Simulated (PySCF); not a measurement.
# As(OH)₃ → AsO(OH) + H₂O

Level: PBE0 in the def2-TZVP basis family, all electrons, no relativity, computed in PySCF with density fitting; open shells unrestricted.

| species | state and structure | E (Eh) | ZPE (kJ/mol) | H(298 K) − H(0) (kJ/mol) | S° (J/(mol K)) |
| --- | --- | --- | --- | --- | --- |
| As(OH)₃ | singlet, C1, As–O 1.768 Å (×2), As–O 1.794 Å, O–H 0.961 Å, O–H 0.965 Å (×2); As–O–H 109.0°, As–O–H 111.4°, As–O–H 112.0°, O–As–O 91.2°, O–As–O 100.0° (×2) | -2462.99824 | 108.1 | 18.7 | 325.9 |
| AsO(OH) | singlet, Cs, As–O 1.612 Å, As–O 1.765 Å, O–H 0.968 Å; As–O–H 109.7°, O–As–O 105.5° | -2386.56949 | 43.7 | 12.0 | 275.0 |
| H₂O | singlet, C2v, O–H 0.960 Å (×2); H–O–H 105.1° | -76.37736 | 56.5 | 9.9 | 188.7 |

Problem. What is the electronic reaction energy?

Solution. At PBE0/def2-TZVP, ΔE = 134.9 kJ/mol from the differences of the total energies times 2625.5, uphill. 

Problem. Add zero-point, thermal and entropy terms for 298.15 K and 1 bar.

Solution. ΔZPE = -7.9 and Δ[H(298) − H(0)] = 3.2 kJ/mol give ΔH° = 130.2 kJ/mol. ΔS° = 137.8 J/(mol K), so ΔG° = 130.2 − 298.15 × (0.1378) = 89 kJ/mol and log₁₀K = -15.6. ΔG° would change sign near 940 K if ΔH° and ΔS° stayed fixed.

The structures come from searches over a few start shapes, so lower isomers are not excluded.
